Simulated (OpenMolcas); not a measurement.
neutral hafnium: effect of the active space

- Program: OpenMolcas
- Method: CASSCF
- Basis: ANO-R1
- Scalar Hamiltonian: X2C, finite nucleus
- Spin-orbit coupling: state interaction with AMFI integrals over the reference wave functions, term energies averaged over their components

A. 2 electrons in 5 orbitals (5d); 2S+1 = 3 even, 10 roots; 2S+1 = 1 even, 15 roots; cost of the order of 5 core-seconds
B. 4 electrons in 6 orbitals (5d 6s); 2S+1 = 5 even, 10 roots; 2S+1 = 3 even, 19 roots; 2S+1 = 1 even, 14 roots; cost roughly 30 core-seconds

Energies in cm⁻¹ above 5d² 6s² ³F₂, the measured ground level; measured values from NIST Handbook of Basic Atomic Spectroscopic Data.

```json
{"Level": "5d² 6s² ³F₂", "A": "0.0", "B": "0.0", "Measured": "0.0"}
{"Level": "5d² 6s² ³F₃", "A": "2569", "B": "2253", "Measured": "2357"}
{"Level": "5d² 6s² ³F₄", "A": "5171", "B": "4400", "Measured": "4568"}
{"Level": "5d² 6s² ³P₀", "A": "9508", "B": "4361", "Measured": "5522"}
{"Level": "5d² 6s² ³P₁", "A": "10777", "B": "4912", "Measured": "6573"}
{"Level": "5d² 6s² ¹G₄", "A": "14166", "B": "11117", "Measured": "10533"}
```

Deviations, from unrounded energies. A percentage is the sum of absolute deviations over the sum of measured energies, with the sign that they share, or ± where signs differ.

| Against measurement | Levels | A | B |
| --- | --- | --- | --- |
| mean absolute deviation (cm-1) | 5 | 2500 | 740 |
| fine structure of the ground term (%) | 2 | +11.8 | -3.9 |
| other terms of the ground configuration (%) | 3 | +52.3 | ±15.0 |

B lies closest to measurement on these levels. The largest miss of B in the table is 5d² 6s² ³P₁, by -1700 cm-1. The ranking rests on the paired levels alone, and a cruder setting can come out closer through cancelling errors.

The spin-orbit steps hold different terms of 5d² 6s² (B lacks ¹S), which shifts levels as well.

Between A and B the level of the table that moves most is 5d² 6s² ³P₁, by 5900 cm-1 (lowest in B, highest in A).

Without dynamic correlation excited terms often stand tens of per cent too high (terms of higher spin than the ground term too low), and those without a measured partner can miss by more than the paired ones. With the s shell closed, the reference lacks s² → p², s² → d² and s → d mixing, so excited terms can stand far too high and out of order, with CASPT2 too (holds for A). Computed and measured levels are paired by configuration, term and J; levels that our copy of the source lacks, or whose pairing is in doubt (as where it misses far off the trend of its configuration), stay unpaired and out of the deviations. Levels of configurations outside the active space are missing. Levels that lie high or do not pair safely by name in every column are left out.
